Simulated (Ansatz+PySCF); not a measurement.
Values are calculated unless marked as measured or tabulated.
## Several solutions for triplet NiO

```xyz
2

Ni    0.0000    0.0000    0.0000
O     0.0000    0.0000    1.6921
```

Basis set: def2-SVP (spherical functions). Charge 0, multiplicity 3.

UHF was run from several starts with Ansatz (development build ahead of 0.2.0) and PySCF 2.14.0.

```tsv
run	program	start	converged	energy (hartree)	<S²>
A	PySCF	guess atom, instabilities followed	yes	-1581.37011	2.95
B	PySCF	guess huckel, instabilities followed	yes	-1581.33347	2.90
C	PySCF	program defaults	yes	-1581.28541	2.01
D	Ansatz	atomic start, no search	yes	-1581.33707	2.91
E	PySCF	guess minao, instabilities followed	yes	-1581.37121	3.01
F	Ansatz	search for the lowest state	yes	-1581.37121	3.01
G	Ansatz	stability test followed	yes	-1581.37013	2.95
```

Problem. Which runs reached the lowest solution of this kind, and what is wrong with the others?

Solution. E, F reached the lowest solution found. Converged but too high: A by 0.03 eV, B by 1.03 eV, C by 2.33 eV, D by 0.93 eV, G by 0.03 eV. Convergence only shows a stationary point, and even a stable one can lie too high; stability tests and further starts are what find lower ones. Caution: another spin multiplicity may lie lower. Caution: the unrestricted determinant is a mixture of spin states.
